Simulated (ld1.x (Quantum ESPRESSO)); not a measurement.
## P TM: all-electron and pseudo phase curves

phosphorus (P), norm-conserving Troullier–Martins (Kleinman–Bylander form), made with ld1.x (Quantum ESPRESSO) 7.5 (PW91, scalar-relativistic). Core [Ne], reference 3s1.5 3p3.5. Waves: 3p (bound): rc 1.90 bohr; 3d channel at -0.05 Ry: rc 1.45 bohr; 3s (bound): rc 1.50 bohr. Local part: the s channel. Core correction: a·sin(br)/r model core inside 0.65 bohr.

The phase is arctan(r·u′/u) with u = r·R(r), unwrapped; energies in Ry, scanned from -3 to 5 Ry. A pole is an energy at which the radial function vanishes at the test radius. The pseudo phase is shifted by a multiple of π to meet the all-electron one at the reference energy, and phase errors are pseudo minus all-electron; the curves can meet again beyond the range given. Levels narrower than the energy grid can be missing from the lists of poles.

```json
{"channel": "s", "radius (bohr)": "2.06", "reference energy (Ry)": "-1.06", "poles, all-electron": "0.90", "poles, pseudo": "0.86", "unbroken range about the reference energy with phases within 0.05 rad": "below 3.6", "phase error 1 Ry above the reference energy (rad)": "-0.002"}
{"channel": "p", "radius (bohr)": "2.06", "reference energy (Ry)": "-0.43", "poles, all-electron": "1.96", "poles, pseudo": "1.88", "unbroken range about the reference energy with phases within 0.05 rad": "below 4.1", "phase error 1 Ry above the reference energy (rad)": "-0.004"}
{"channel": "d", "radius (bohr)": "2.06", "reference energy (Ry)": "-0.05", "poles, all-electron": "3.00", "poles, pseudo": "3.06", "unbroken range about the reference energy with phases within 0.05 rad": "the whole range", "phase error 1 Ry above the reference energy (rad)": "+0.004"}
```

Phases in the s channel:

```csv
E (Ry),all-electron,pseudo
-3.00,1.121,1.120
-2.76,1.071,1.069
-2.52,1.002,1.000
-2.28,0.904,0.902
-2.04,0.757,0.755
-1.80,0.525,0.523
-1.56,0.160,0.158
-1.32,-0.315,-0.316
-1.08,-0.737,-0.737
-0.84,-1.017,-1.018
-0.60,-1.194,-1.194
-0.36,-1.309,-1.310
-0.12,-1.389,-1.391
0.12,-1.449,-1.451
0.36,-1.495,-1.498
0.60,-1.532,-1.536
0.84,-1.563,-1.568
1.08,-1.591,-1.596
1.32,-1.615,-1.621
1.56,-1.637,-1.645
1.80,-1.658,-1.667
2.04,-1.678,-1.689
2.28,-1.698,-1.712
2.52,-1.718,-1.735
2.76,-1.739,-1.760
3.00,-1.761,-1.787
3.24,-1.785,-1.818
3.48,-1.812,-1.854
3.72,-1.842,-1.898
3.96,-1.877,-1.952
4.20,-1.918,-2.024
4.44,-1.969,-2.121
4.68,-2.033,-2.261
4.92,-2.117,-2.473
```
